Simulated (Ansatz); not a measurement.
`[CH3][V](=[NH])([OH])[F]` and `C[O][V]([CH3])(=[NH])[OH]` differ in one atom or group.

Ansatz, PBE0-D4/def2-TZVP geometries, multiplicity 1. Each molecule was computed in one conformer, which needn't be the lowest.

Scalar relativity is left out up to krypton.

```csv
property,`[CH3][V](=[NH])([OH])[F]`
HOMO energy (B3LYP/def2-TZVPP) / eV,-8.09
HOMO energy (PBE/def2-TZVPP) / eV,-6.88
HOMO–LUMO gap (B3LYP/def2-TZVPP) / eV,5.45
HOMO–LUMO gap (PBE0/def2-TZVPP) / eV,6.00
HOMO energy (PBE0/def2-TZVPP) / eV,-8.33
HOMO–LUMO gap (PBE/def2-TZVPP) / eV,3.44
```

Give the same properties after the change, and the shifts. (Estimate.)

Computed: 
```
                             property  `C[O][V]([CH3])(=[NH])[OH]`  shift
  HOMO energy (B3LYP/def2-TZVPP) / eV                        -7.51   0.58
    HOMO energy (PBE/def2-TZVPP) / eV                        -6.34   0.54
HOMO–LUMO gap (B3LYP/def2-TZVPP) / eV                         5.61   0.16
 HOMO–LUMO gap (PBE0/def2-TZVPP) / eV                         6.14   0.14
   HOMO energy (PBE0/def2-TZVPP) / eV                        -7.75   0.58
  HOMO–LUMO gap (PBE/def2-TZVPP) / eV                         3.66   0.22
```

With PBE0 the HOMO rises by 0.58 eV and the LUMO rises by 0.72 eV, so the gap widens by about 0.14 eV. PBE moves the HOMO by 0.54 eV and ωB97M-V by 0.60 eV. The zero-point energy changes by 103.9 kJ/mol with +12 modes.

B3LYP here is the variant with VWN-RPA as its local correlation; programs differ in this.
